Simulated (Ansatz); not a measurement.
CH₆OSn⁺, that is Sn(OMe)H3 with one electron fewer. Total charge 1; doublet. Geometry r2SCAN-D4/def2-TZVP, that of the neutral singlet; atoms count from 1.

```xyz
9

Sn   -0.6635   -1.2754    0.2616
O    -0.6675    0.6753   -0.0425
C     0.5770    1.3104   -0.2589
H     1.2597    1.2007    0.5969
H     0.3915    2.3788   -0.4044
H     1.0913    0.9327   -1.1553
H     0.0380   -2.0032   -1.1175
H    -2.3070   -1.6490    0.4638
H     0.2805   -1.5704    1.6563
```

In the def2 sets Sn takes a core potential; there is no spin–orbit coupling.

Question: Estimate the Mulliken populations from the PBE0/def2-TZVP orbitals of Ansatz.

Answer: 
| atom | charge (e) | spin (α − β) |
| --- | --- | --- |
| Sn1 | 0.49 | -0.03 |
| O2 | -0.13 | 0.75 |
| C3 | -0.26 | -0.02 |
| H4 | 0.23 | 0.08 |
| H5 | 0.21 | 0.00 |
| H6 | 0.23 | 0.08 |
| H7 | 0.08 | 0.07 |
| H8 | 0.07 | -0.01 |
| H9 | 0.08 | 0.07 |
Mulliken values depend strongly on the basis.

Question: Where does the spin sit?

Answer: Summed by element: Sn -0.03, O 0.75, C -0.02, H 0.30, of 1 unpaired in all. Largest on single atoms: O2 0.75, H6 0.08, H4 0.08.

Question: And the Mayer bond orders between heavy atoms (over 0.3)?

Answer: Sn1–O2 0.66 (1.97 Å); O2–C3 1.02 (1.41 Å).
